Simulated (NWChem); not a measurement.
System meant: GeH₂ cation, doublet; SMILES of the neutral closed-shell parent [GeH2]

Input file for NWChem:

```
start job
memory heap 200 mb stack 700 mb global 900 mb
charge 1
geometry units angstroms noautoz
  Ge     0.000000     0.000000    -0.014369
  H      1.360257     0.000000    -0.803827
  H     -1.360257     0.000000    -0.803827
end
basis spherical
  Ge library def2-svp
  H library def2-svp
end
dft
  odft
  mult 3
  xc b3lyp
  iterations 150
  mulliken
end
task dft energy
```

End of the output:

```
 ==============================================================================
                                 internuclear angles
 ------------------------------------------------------------------------------
        center 1       |       center 2       |       center 3       |  degrees
 ------------------------------------------------------------------------------
    2 H                |   1 Ge               |   3 H                |   119.74
 ------------------------------------------------------------------------------
                            number of included internuclear angles:          1
 ==============================================================================

 Summary of "ao basis" -> "" (spherical)
 ------------------------------------------------------------------------------
       Tag                 Description            Shells   Functions and Types
 ---------------- ------------------------------  ------  ---------------------
 Ge                         def2-svp                12       32   5s4p3d
 H                          def2-svp                 3        5   2s1p

                                 NWChem DFT Module
                                 -----------------

 Summary of "ao basis" -> "ao basis" (spherical)
 ------------------------------------------------------------------------------
       Tag                 Description            Shells   Functions and Types
 ---------------- ------------------------------  ------  ---------------------
 Ge                         def2-svp                12       32   5s4p3d
 H                          def2-svp                 3        5   2s1p

      Symmetry analysis of basis
      --------------------------

        a1         19
        a2          4
        b1         11
        b2          8

  number of electrons :                   33
  multiplicity        :                    3
 ------------------------------------------------------------------------
  no. of electrons and multiplicity not compatible                  33
 ------------------------------------------------------------------------
 ------------------------------------------------------------------------
  current input line :
    20: task dft energy
 ------------------------------------------------------------------------
 ------------------------------------------------------------------------
 There is an error in the input file
 ------------------------------------------------------------------------
 For more information see the NWChem manual at https://nwchemgit.github.io

0: no. of electrons and multiplicity not compatible:Received an Error in Communication
```

Q: What is wrong, and how is it mended?

A: The program refused the input. Cause: the multiplicity doesn't fit the number of electrons (an even count wants an odd multiplicity, and the reverse). This input runs:
```
start job
memory heap 200 mb stack 700 mb global 900 mb
charge 1
geometry units angstroms noautoz
  Ge     0.000000     0.000000    -0.014369
  H      1.360257     0.000000    -0.803827
  H     -1.360257     0.000000    -0.803827
end
basis spherical
  Ge library def2-svp
  H library def2-svp
end
dft
  odft
  mult 2
  xc b3lyp
  iterations 150
  mulliken
end
task dft energy
```
It converges to -2077.59833 Ha (B3LYP/def2-SVP, spin-unrestricted).
